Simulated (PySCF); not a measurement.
Si(F)(Br)2(Et), C₂H₅Br₂FSi, SMILES CC[Si](F)(Br)Br, PBE0/def2-SVP optimised geometry.

```
11

C      0.97     0.37     1.18
C      0.34    -0.37     0.00
Si    -1.52    -0.37     0.00
F     -2.07     1.15     0.00
Br    -2.32    -1.35    -1.81
Br    -2.34    -1.34     1.81
H      0.67    -0.08     2.14
H      0.66     1.43     1.20
H      2.07     0.34     1.12
H      0.66    -1.43    -0.04
H      0.65     0.07    -0.96
```

Density from PBE0/def2-TZVP (PySCF 2.14.0) at that geometry.

Minimum of the electron density along straight lines between bonded atoms, close to the bond critical point (lines longer than 1.1 times the sum of covalent radii, or with two minima, are not listed):

```json
[
 {"bond": "C1–C2", "length / Å": "1.527", "ρ at the minimum / e bohr⁻³": "0.240", "∇²ρ there / e bohr⁻⁵": "-0.58", "position (fraction from the first atom)": "0.49"},
 {"bond": "C2–Si3", "length / Å": "1.857", "ρ at the minimum / e bohr⁻³": "0.132", "∇²ρ there / e bohr⁻⁵": "0.15", "position (fraction from the first atom)": "0.61"},
 {"bond": "Si3–F4", "length / Å": "1.619", "ρ at the minimum / e bohr⁻³": "0.134", "∇²ρ there / e bohr⁻⁵": "0.90", "position (fraction from the first atom)": "0.42"},
 {"bond": "Si3–Br5", "length / Å": "2.208", "ρ at the minimum / e bohr⁻³": "0.094", "∇²ρ there / e bohr⁻⁵": "0.07", "position (fraction from the first atom)": "0.35"},
 {"bond": "Si3–Br6", "length / Å": "2.211", "ρ at the minimum / e bohr⁻³": "0.093", "∇²ρ there / e bohr⁻⁵": "0.07", "position (fraction from the first atom)": "0.35"},
 {"bond": "C1–H7", "length / Å": "1.101", "ρ at the minimum / e bohr⁻³": "0.273", "∇²ρ there / e bohr⁻⁵": "-0.92", "position (fraction from the first atom)": "0.64"},
 {"bond": "C1–H8", "length / Å": "1.100", "ρ at the minimum / e bohr⁻³": "0.273", "∇²ρ there / e bohr⁻⁵": "-0.92", "position (fraction from the first atom)": "0.64"},
 {"bond": "C1–H9", "length / Å": "1.100", "ρ at the minimum / e bohr⁻³": "0.272", "∇²ρ there / e bohr⁻⁵": "-0.92", "position (fraction from the first atom)": "0.64"},
 {"bond": "C2–H10", "length / Å": "1.103", "ρ at the minimum / e bohr⁻³": "0.268", "∇²ρ there / e bohr⁻⁵": "-0.88", "position (fraction from the first atom)": "0.64"},
 {"bond": "C2–H11", "length / Å": "1.104", "ρ at the minimum / e bohr⁻³": "0.267", "∇²ρ there / e bohr⁻⁵": "-0.87", "position (fraction from the first atom)": "0.64"}
]
```
